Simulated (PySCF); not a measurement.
## Structure elucidation problem

An unknown has the formula C2F6O. Its calculated NMR data are:

$^{13}$C{$^{1}$H} NMR (computed): δ 131.4 (C, m).

PySCF 2.14.0 with density-fitted response routines calculation with PBE0-D3(BJ)/def2-SVP geometry, CAM-B3LYP/pcSseg-2 with gauge-including orbitals and B3LYP/pcJ-1 coupling constants; rapidly exchanging positions averaged, isolated molecule, a single conformation, no relativistic terms.

Referencing at the same level of theory: $^{13}$C (σref 182.55) vs TMS.

Problem. Propose a structure and justify it.

Solution. 
Rings plus π bonds: 0. 1 carbon signal for 2 carbons: some carbons are equivalent by symmetry or fast rotation. Carbon types of the structure: 2 × C. δC 131.4: CF3 carbon; 4 electronegative neighbours deshield it.

Structure: `InChI=1S/C2F6O/c3-1(4,5)9-2(6,7)8`.

The shifts were computed for this structure.

Common functionals overestimate the size of one-bond C–F couplings by tens of Hz; these are unscaled. Shifts are as computed, not scaled to solution data. Of 1211 compounds with measured shifts, 218 miss one by over three times the rms of a fit or turn the order of signals round; such compounds aren't used in these exercises.
